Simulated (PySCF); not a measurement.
Species: FH₈N₃Si₃.
Bonds: F1–Si2, Si2–N3, N3–Si4, Si4–N5, N5–Si6, Si6–N7, Si2–N7. Hydrogens: H8 on Si2; H9 on N3; H10, H11 on Si4; H12 on N5; H13, H14 on Si6; H15 on N7.

Level of theory: PBE0-D3(BJ)/def2-SVP geometry optimisation, gas phase (PySCF 2.14.0).

Q: What internal coordinates does the optimisation give?

A: 
```json
{"bond": "F1–Si2", "length (Å)": "1.629", "order": "single"}
{"bond": "Si2–N3, Si2–N7", "length (Å)": "1.721", "order": "single"}
{"bond": "N3–Si4, Si6–N7", "length (Å)": "1.740", "order": "single"}
{"bond": "Si4–N5, N5–Si6", "length (Å)": "1.735", "order": "single"}
{"bond": "Si2–H8", "length (Å)": "1.485", "order": "single"}
{"bond": "N3–H9, N7–H15", "length (Å)": "1.018", "order": "single"}
{"bond": "Si4–H10, Si6–H14", "length (Å)": "1.497", "order": "single"}
{"bond": "Si4–H11, Si6–H13", "length (Å)": "1.497", "order": "single"}
{"bond": "N5–H12", "length (Å)": "1.015", "order": "single"}
```

Bonds in one row agree within 0.01 Å and their mean is given. Orders are formal, as drawn. A selection of angles:
```json
{"angle": "F1–Si2–N3", "degrees": "108.3"}
{"angle": "F1–Si2–N7", "degrees": "108.5"}
{"angle": "F1–Si2–H8", "degrees": "103.0"}
{"angle": "N3–Si2–N7", "degrees": "109.6"}
{"angle": "N3–Si2–H8", "degrees": "113.6"}
{"angle": "Si2–N3–Si4", "degrees": "129.9"}
{"angle": "Si2–N3–H9", "degrees": "113.7"}
{"angle": "Si4–N3–H9", "degrees": "115.9"}
{"angle": "N3–Si4–N5", "degrees": "106.4"}
{"angle": "N3–Si4–H10", "degrees": "113.3"}
{"angle": "N3–Si4–H11", "degrees": "108.9"}
{"angle": "N5–Si4–H10", "degrees": "107.1"}
{"angle": "N5–Si4–H11", "degrees": "114.5"}
{"angle": "H10–Si4–H11", "degrees": "106.8"}
{"angle": "Si4–N5–Si6", "degrees": "129.7"}
{"angle": "Si4–N5–H12", "degrees": "115.0"}
```

Torsions: F1–Si2–N3–Si4 -133° (anticlinal); Si2–N3–Si4–N5 -4° (synperiplanar); N3–Si4–N5–Si6 31° (synclinal); Si4–N5–Si6–N7 -31° (synclinal); N5–Si6–N7–Si2 5° (synperiplanar); F1–Si2–N7–Si6 132° (anticlinal).

Si2 (fluorine-bound silicon) is distorted tetrahedral (angles from 103.0° to 113.6°). The 6-membered ring Si2–N3–Si4–N5–Si6–N7 has internal angles of 106.4° to 129.9°; it is puckered, 0.14 Å rms from its mean plane, widest ring torsion 31°. Si4 (SiH2 silicon) is distorted tetrahedral (angles from 106.4° to 114.5°). N5 (nitrogen bridging silicon atoms) is planar (angles 129.7°, 115.0° and 114.9°, sum 359.6°, 0.05 Å off the plane of its three neighbours). N3 (nitrogen bridging silicon atoms) is planar (angles 129.9°, 115.9° and 113.7°, sum 359.5°, 0.06 Å off the plane of its three neighbours).

No frequency check. The numbers are those of one conformer.
